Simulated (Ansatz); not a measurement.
Coupled-cluster run, C2H7NO2Si, SMILES `OCN1CO[SiH2]1`.

```yaml
crystal:
  periodic: [false, false, false]
  atoms:
    - {symbol: O, position_ang: [-0.491302, -2.097174, 1.047278]}
    - {symbol: C, position_ang: [0.329929, -0.952763, 1.019621]}
    - {symbol: N, position_ang: [-0.105622, 0.022136, 0.086946]}
    - {symbol: C, position_ang: [0.092108, -0.120151, -1.355936]}
    - {symbol: O, position_ang: [0.006518, 1.261421, -1.733285]}
    - {symbol: Si, position_ang: [-0.132760, 1.728666, -0.139275]}
    - {symbol: H, position_ang: [-1.395759, -1.796578, 1.179434]}
    - {symbol: H, position_ang: [1.327496, -1.337671, 0.771706]}
    - {symbol: H, position_ang: [0.382690, -0.478009, 2.008244]}
    - {symbol: H, position_ang: [1.076746, -0.539406, -1.606649]}
    - {symbol: H, position_ang: [-0.693061, -0.695633, -1.857041]}
    - {symbol: H, position_ang: [1.009186, 2.513863, 0.405936]}
    - {symbol: H, position_ang: [-1.385867, 2.456699, 0.187820]}
basis:
  gaussian: {orbitals: def2-TZVPP}
correlation: {method: ccsd_t}
```

```sh
$ ansatz run in.yaml --threads 2 --pin off --events-out ev --progress --plain --max-ram 22528MiB --backend cuda --devices 0, --max-vram 18GiB
```

Output of Ansatz, abridged:

```
Functional definition: HF
1775 factors; integrals over basis functions are off by at most 1.1e-3 eV
mean field evaluation 1: about -15588.5066 eV, gradient 4.9e1 eV
mean field evaluation 2: about -15588.9178 eV, gradient 4.9e1 eV
mean field evaluation 4: about -15593.9326 eV, gradient 4.6e0 eV
mean field evaluation 8: about -15594.0079 eV, gradient 3.4e-1 eV
mean field -15594.00822353 eV, -573.0692322163 hartree, gradient 2.5e-6 eV, S^2 0.000000; 0 other end points of the search recorded, 0 dependent functions left out
10 core orbitals not correlated: weight in the atoms' cores, before any rotation towards them, 1.000 or more for the frozen orbitals, at most 0.000 for the correlated occupied ones
reference -15594.00822353 eV, -573.0692322163 hartree; 18, 18 occupied and 267, 267 virtual orbitals, 1775 factors
second order -30.80062429 eV of doubles, -0.00000000 eV of singles
cycle   1  -30.89792590 eV  change   -9.7e-2 eV  update   1.2e-1
cycle   2  -31.64763832 eV  change   -7.5e-1 eV  update   3.3e-2
cycle   3  -31.80553368 eV  change   -1.6e-1 eV  update   1.6e-2
cycle   4  -31.78928009 eV  change    1.6e-2 eV  update   3.4e-3
cycle   5  -31.78854303 eV  change    7.4e-4 eV  update   1.6e-3
cycle   6  -31.78975060 eV  change   -1.2e-3 eV  update   5.1e-4
cycle   7  -31.78946761 eV  change    2.8e-4 eV  update   2.1e-4
cycle   8  -31.78933515 eV  change    1.3e-4 eV  update   6.6e-5
cycle   9  -31.78934837 eV  change   -1.3e-5 eV  update   2.9e-5
perturbative correction -1.25347687 eV, -0.0460644254 hartree
Total energy: -15627.05104877 eV, -574.2835336467 hartree
```

It took 7 s on 2 threads of an AMD EPYC 7R13 on a shared host and a share of an NVIDIA H100 80 GB, with 0.89 GiB of host memory at the peak.

Correlation energy per correlated electron: -0.918 eV. T1 diagnostic: 0.0114.
